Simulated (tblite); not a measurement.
Species: C4H14Si3.
Numbering: `[SiH3:1][Si@H:2]1[CH2:3][CH2:4][CH2:5][CH2:6][SiH2:7]1` (hydrogens: H8, H9, H10 on Si1; H11 on Si2; H12, H13 on C3; H14, H15 on C4; H16, H17 on C5; H18, H19 on C6; H20, H21 on Si7)

Computed with GFN2-xTB (tblite), gas phase: L-BFGS steps from a force-field or distance-geometry start until the largest atomic force falls under 0.01 eV/Å.

Step 4: E = -567.5611 eV
```
atom  x, y, z in Å  |  force x, y, z in eV/Å
Si1     2.7375   -0.7191    0.3790    0.010   0.058  -0.112
Si2     1.2676    0.8118   -0.4986   -0.144  -0.150  -0.289
C3      0.0149   -0.0779   -1.6688    0.112   0.088   0.038
C4     -1.0133   -0.9825   -0.9758    0.100   0.076  -0.029
C5     -1.9911   -0.2712   -0.0331    0.031   0.048  -0.007
C6     -1.3964    0.1972    1.3008   -0.030   0.007  -0.020
Si7    -0.0826    1.5821    1.1687   -0.217  -0.132  -0.021
H8      3.5388   -1.3563   -0.6538    0.184  -0.191  -0.020
H9      3.6250   -0.0533    1.3259    0.115  -0.062   0.079
H10     1.9950   -1.7483    1.1021    0.070  -0.134   0.066
H11     1.9278    1.8857   -1.2694   -0.032  -0.079  -0.078
H12    -0.5285    0.6746   -2.2458    0.021  -0.037  -0.018
H13     0.5714   -0.6846   -2.3919   -0.116   0.054   0.028
H14    -0.5054   -1.7821   -0.4302    0.080   0.052   0.052
H15    -1.6018   -1.4690   -1.7626   -0.025   0.010   0.053
H16    -2.4410    0.5754   -0.5581    0.060   0.067   0.003
H17    -2.8074   -0.9713    0.1848    0.059   0.023  -0.005
H18    -0.9686   -0.6742    1.8025    0.039   0.047   0.023
H19    -2.2150    0.5427    1.9357   -0.037  -0.056   0.000
H20     0.6164    1.7047    2.4495   -0.100   0.082   0.121
H21    -0.7521    2.8324    0.8388   -0.180   0.229   0.135
```

Step 5: E = -567.5778 eV
```
atom  x, y, z in Å  |  force x, y, z in eV/Å
Si1     2.7427   -0.7216    0.3726   -0.004   0.065  -0.110
Si2     1.2689    0.8080   -0.4957   -0.163  -0.079  -0.324
C3      0.0198   -0.0726   -1.6698   -0.106   0.018  -0.085
C4     -1.0107   -0.9765   -0.9769    0.120   0.018   0.060
C5     -1.9876   -0.2688   -0.0300    0.047   0.040  -0.108
C6     -1.3951    0.2025    1.3020   -0.154  -0.145   0.041
Si7    -0.0895    1.5875    1.1646   -0.189  -0.086  -0.023
H8      3.5489   -1.3690   -0.6456    0.207  -0.197  -0.085
H9      3.6255   -0.0659    1.3240    0.175   0.006   0.126
H10     2.0108   -1.7480    1.1002   -0.006  -0.206   0.105
H11     1.9227    1.8773   -1.2779   -0.012  -0.063  -0.062
H12    -0.5332    0.6733   -2.2531    0.110  -0.046   0.062
H13     0.5624   -0.6868   -2.3974   -0.055   0.082   0.053
H14    -0.5008   -1.7727   -0.4268    0.079   0.037   0.026
H15    -1.6039   -1.4685   -1.7577    0.019   0.039   0.050
H16    -2.4310    0.5778   -0.5570   -0.009   0.104  -0.008
H17    -2.8030   -0.9719    0.1818    0.058   0.050   0.013
H18    -0.9696   -0.6719    1.8032    0.071   0.084   0.013
H19    -2.2225    0.5333    1.9359    0.025  -0.007  -0.017
H20     0.5993    1.7096    2.4474   -0.047   0.082   0.172
H21    -0.7632    2.8420    0.8556   -0.167   0.205   0.100
```

Problem. Estimate the geometry and energy of step 6. (The exact step hangs on the optimiser's Hessian estimate; all steps are aligned on step 5, rigid shifts and turns removed.)

Solution. E = -567.5965 eV, largest force 0.379 eV/Å
```
atom  x, y, z in Å  |  force x, y, z in eV/Å
Si1     2.7491   -0.7237    0.3630    0.010   0.015  -0.066
Si2     1.2672    0.8021   -0.4981   -0.145   0.029  -0.235
C3      0.0235   -0.0666   -1.6724   -0.314  -0.086  -0.194
C4     -1.0057   -0.9692   -0.9772    0.084  -0.056   0.132
C5     -1.9827   -0.2653   -0.0281    0.035   0.028  -0.173
C6     -1.3964    0.2061    1.3037   -0.222  -0.237   0.074
Si7    -0.1011    1.5928    1.1592   -0.112   0.023  -0.003
H8      3.5648   -1.3879   -0.6374    0.188  -0.166  -0.106
H9      3.6295   -0.0808    1.3241    0.189   0.053   0.122
H10     2.0295   -1.7516    1.0999   -0.049  -0.218   0.100
H11     1.9166    1.8660   -1.2894    0.012  -0.032  -0.055
H12    -0.5368    0.6713   -2.2608    0.150  -0.008   0.104
H13     0.5509   -0.6879   -2.4032    0.034   0.076   0.036
H14    -0.4935   -1.7608   -0.4222    0.084   0.015   0.001
H15    -1.6056   -1.4671   -1.7507    0.075   0.059   0.046
H16    -2.4192    0.5828   -0.5560   -0.073   0.123  -0.019
H17    -2.7966   -0.9716    0.1785    0.042   0.072   0.011
H18    -0.9693   -0.6678    1.8045    0.102   0.082   0.013
H19    -2.2312    0.5220    1.9361    0.052   0.044  -0.014
H20     0.5779    1.7171    2.4481   -0.019   0.071   0.157
H21    -0.7795    2.8569    0.8777   -0.124   0.114   0.068
```

The energy changes by -0.0187 eV. The first-order estimate −F·Δx gives -0.0256 eV and the mean of the old and new forces, exact on a quadratic surface, -0.0187 eV. The step makes an angle of 63° with the force vector and moves no atom by more than 0.031 Å.

The cost below is that of the whole relaxation. On one thread, Arm Neoverse N1 (aarch64), no GPU, on a shared host, this took 1.0 s.
